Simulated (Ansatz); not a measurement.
Relaxation of FH5N2Si (9 atoms, charge 0, multiplicity 1), to a largest force component of 0.015 eV/Å in at most 40 steps.

Theory: RKS PBE-D4/def2-SVP (Ansatz).

```xyz
9
Properties=species:S:1:pos:R:3:forces:R:3
N -0.819 0.882 -0.408 -3.75 4.94 -2.65
Si 0.387 -0.182 -0.400 3.58 -0.31 0.71
N 0.265 -0.582 1.210 0.06 -2.16 1.85
F 0.050 -1.442 -1.256 -0.49 -2.11 -1.98
H -0.933 1.315 -1.369 -0.43 -0.19 0.85
H -0.608 1.705 0.197 -0.32 -0.60 -0.22
H 1.700 0.434 -0.769 0.33 -0.39 -0.13
H -0.743 -0.635 1.425 0.32 -0.03 0.20
H 0.674 0.135 1.759 0.69 0.86 1.36
```

**Question.** Where does it end, and by what steps?

**Answer.** The forces met the threshold. After 11 steps the energy has fallen by 1.305 eV; H9 moved furthest, 0.98 Å.

| step | energy less start (eV) | largest force component (eV/Å) | accepted |
| --- | --- | --- | --- |
| 0 | 0.0000 | 4.942 | yes |
| 1 | -0.9050 | 1.900 | yes |
| 2 | -1.1380 | 0.577 | yes |
| 3 | -1.1985 | 0.711 | yes |
| 4 | -1.2196 | 0.331 | yes |
| 5 | -1.2593 | 0.861 | yes |
| 6 | -1.2572 | 0.541 | no |
| 7 | -1.2979 | 0.109 | yes |
| 8 | -1.3032 | 0.056 | yes |
| 9 | -1.3047 | 0.090 | yes |
| 10 | -1.3052 | 0.022 | yes |
| 11 | -1.3052 | 0.012 | yes |

```xyz
9
Properties=species:S:1:pos:R:3
N -0.882 1.094 -0.683
Si 0.385 -0.015 -0.302
N 0.265 -0.344 1.380
F 0.110 -1.279 -1.321
H -1.172 1.216 -1.656
H -0.967 1.965 -0.157
H 1.820 0.356 -0.548
H -0.634 -0.602 1.792
H 1.048 -0.762 1.886
```

Time of the run: 31 s on 1 thread of Arm Neoverse V1 (shared host), peak memory 0.12 GiB.
